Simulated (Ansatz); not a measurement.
Calculated with Ansatz (gas phase, PBE0-D4/def2-TZVP geometries, no zero-point term in ΔE). CBS: MP2 limit from def2 TZ/QZ plus the TZ coupled-cluster correction, frozen cores. This one scheme is used for every species. DFT in def2-TZVPP. B3LYP here is the variant with VWN-RPA as its local correlation; programs differ in this. For Ge outer-core shells are correlated without core-valence functions, which leaves a few kJ/mol of doubt a bond. Scalar relativity is left out up to krypton. Each species was taken in one conformer, which may not be the lowest.

`[OH][GeH2][SiH](O)Cl` + `C[SiH3]` → `C[SiH2][SiH](O)Cl` + `[OH][GeH3]`  (formal exchange of groups at the Si–Ge bond)

`[OH][GeH2][SiH](O)Cl`:

Cartesian coordinates in Å:
```
O 0.525 -1.128 1.247
Ge 0.050 -1.080 -0.495
Si -0.251 1.287 -0.521
O 0.432 1.754 0.886
Cl -2.266 1.703 -0.585
H 0.616 -2.008 1.618
H -1.208 -1.947 -0.697
H 1.202 -1.661 -1.342
H 0.361 2.046 -1.632
H 0.539 1.033 1.521
```

`C[SiH3]`:

```xyz
8

C     0.460    0.715   -0.502
Si   -0.412   -0.640    0.449
H    -0.039    1.675   -0.355
H     0.466    0.496   -1.572
H     1.496    0.816   -0.170
H    -0.421   -0.338    1.906
H     0.272   -1.947    0.249
H    -1.822   -0.778   -0.006
```

`C[SiH2][SiH](O)Cl`:

Z-matrix (Å, degrees):
```
C
Si 1 1.873
H 1 1.092 2 110.4
H 1 1.092 2 110.8 3 120.2
H 1 1.092 2 110.4 3 -119.6
Si 2 2.336 1 109.8 3 61.1
H 2 1.490 1 111.3 3 -59.7
H 2 1.490 1 111.3 3 179.8
Cl 6 2.074 2 108.2 1 58.4
O 6 1.642 2 107.3 1 -60.1
H 6 1.487 2 116.2 1 175.3
H 10 0.959 6 118.2 2 179.0
```

`[OH][GeH3]`:

Cartesian coordinates in Å:
```
O -0.659 1.195 0.137
Ge 0.058 -0.413 -0.142
H -0.105 1.758 0.682
H -0.969 -1.138 -1.016
H 0.264 -1.136 1.203
H 1.411 -0.266 -0.864
```

| level | ΔE (kJ/mol) | difference from CCSD(T)/CBS |
| --- | --- | --- |
| r2SCAN-D4 | 17.0 | 0.1 |
| B97M-V | 11.6 | -5.3 |
| PBE0-D4 | 13.6 | -3.3 |
| r2SCANh-D4 | 16.5 | -0.4 |
| r2SCAN0-D4 | 15.8 | -1.1 |
| B2PLYP | 17.9 | 1.0 |
| PBE | 15.6 | -1.3 |
| PBE0 | 14.2 | -2.7 |
| B3LYP | 17.8 | 0.9 |
| LC-ωPBE | 13.3 | -3.6 |
| HF/def2-SVP | 13.8 | -3.1 |
| MP2/def2-SVP | 18.2 | 1.3 |
| CCSD/def2-SVP | 16.2 | -0.7 |
| CCSD(T)/def2-SVP | 17.0 | 0.1 |
| SCS-MP2/def2-TZVPP | 16.6 | -0.3 |
| CCSD(T)/def2-TZVPP | 16.0 | -0.9 |
| CCSD(T)/CBS | 16.9 | 0 |

Largest T1 diagnostic among the species: 0.012.

Leaving LDA and LC-ωPBE aside and taking each functional with its dispersion term where it has one, the values, not all of them listed here, spread over 7.9 kJ/mol, from B97M-V to ωB97M-V. LDA lies +4.8 kJ/mol from PBE without D4. In def2-TZVPP, CCSD(T) changes the Hartree–Fock value by +4.8 kJ/mol (the triples alone add +0.6 kJ/mol) and MP2 by +6.6 kJ/mol.
